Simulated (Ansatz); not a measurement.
A run on `FCC(CF)C(F)F` with other settings.

```yaml
crystal:
  periodic: [false, false, false]
  atoms:
    - {symbol: F, position_ang: [0.662761, -1.856347, -1.407327]}
    - {symbol: C, position_ang: [-0.354883, -1.052576, -0.927599]}
    - {symbol: C, position_ang: [0.160721, -0.249174, 0.252010]}
    - {symbol: C, position_ang: [1.235178, 0.726570, -0.180979]}
    - {symbol: F, position_ang: [1.796702, 1.327342, 0.931387]}
    - {symbol: C, position_ang: [-0.966498, 0.468748, 0.961112]}
    - {symbol: F, position_ang: [-1.647201, 1.261518, 0.087011]}
    - {symbol: F, position_ang: [-1.855393, -0.428504, 1.460154]}
    - {symbol: H, position_ang: [-0.683500, -0.403443, -1.743598]}
    - {symbol: H, position_ang: [-1.183895, -1.695268, -0.626004]}
    - {symbol: H, position_ang: [0.596724, -0.944563, 0.976968]}
    - {symbol: H, position_ang: [0.818568, 1.514896, -0.815172]}
    - {symbol: H, position_ang: [2.025455, 0.204031, -0.722996]}
    - {symbol: H, position_ang: [-0.617638, 1.097671, 1.783734]}
basis:
  gaussian: {orbitals: aug-cc-pVDZ}
hamiltonian: {xc: {name: wB97M-V}}
accuracy: high
```

```sh
$ ansatz run in.yaml --threads 2 --pin off --events-out ev --progress --plain --max-ram 32768MiB --backend cpu
```

Output, abridged:

```
Functional definition: wB97M-V
4798 factors; integrals over basis functions are off by at most 3.3e-9 eV
753 factors; integrals over basis functions are off by at most 2.8e-9 eV
mean field evaluation 1: about -15106.6392 eV, gradient 4.4e1 eV
mean field evaluation 2: about -15108.6679 eV, gradient 3.5e1 eV
mean field evaluation 4: about -15110.5855 eV, gradient 2.3e0 eV
mean field evaluation 8: about -15110.7395 eV, gradient 1.0e-1 eV
mean field evaluation 16: about -15110.7396 eV, gradient 1.7e-4 eV
mean field -15110.73957542 eV, -555.3094369696 hartree, gradient 2.0e-8 eV, S^2 0.000000; 0 other end points of the search recorded, 0 dependent functions left out
reference -15110.73958880 eV, -555.3094374612 hartree; 33, 33 occupied and 205, 205 virtual orbitals, 4798 factors
Total energy: -15110.73958880 eV, -555.3094374612 hartree
```

Hardware: 2 threads of an AMD EPYC 7R13 on a shared host. Wall time 100 s, peak host memory 2.8 GiB.
